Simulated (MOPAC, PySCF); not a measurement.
C$_{2}$H$_{2}$N$_{2}$, SMILES `[C-]#[N+][C]N` (lower singlet), neutral singlet in the gas phase. This singlet lies 1.54 eV below the relaxed triplet at the level B3LYP/cc-pVTZ // PBE0-D3(BJ)/def2-TZVP (Ansatz).

Cartesian coordinates (Å):
```xyz
6

C      2.3486    -0.0437     0.5963
N      1.2201    -0.2829     0.3640
C     -0.0071    -0.7881     0.0512
N     -0.9282     0.1341     0.1365
H     -0.7535     1.1007     0.4012
H     -1.8798    -0.1201    -0.0722
```
Charge 0, multiplicity 1.

All levels are single points at this geometry (PBE0-D3(BJ)/def2-TZVP); Pople sets use spherical d functions. Orbital energies aren't observables, and empty levels follow the basis.

B3LYP/6-311+G** in PySCF gives HOMO (eV) = -6.95.

**Question.** Estimate the HOMO (eV) from each of these levels: PBE-D3(BJ)/def2-TZVP in PySCF; PBE0-D3(BJ)/def2-TZVP in PySCF; BP86/6-31G* in PySCF; M06-2X/6-31G* in PySCF; PBE/6-31G* in PySCF; SVWN5/6-31G* in PySCF; HF/6-31G* in PySCF; HF/STO-3G in PySCF; AM1 in MOPAC; PM3 in MOPAC; PM6 in MOPAC; PM7 in MOPAC.

**Answer.** 
| level | HOMO (eV) |
|---|---|
| PBE-D3(BJ)/def2-TZVP in PySCF | -5.80 |
| PBE0-D3(BJ)/def2-TZVP in PySCF | -7.09 |
| BP86/6-31G* in PySCF | -5.37 |
| M06-2X/6-31G* in PySCF | -7.85 |
| PBE/6-31G* in PySCF | -5.25 |
| SVWN5/6-31G* in PySCF | -5.30 |
| HF/6-31G* in PySCF | -10.00 |
| HF/STO-3G in PySCF | -7.80 |
| AM1 in MOPAC | -9.99 |
| PM3 in MOPAC | -9.88 |
| PM6 in MOPAC | -9.79 |
| PM7 in MOPAC | -9.88 |
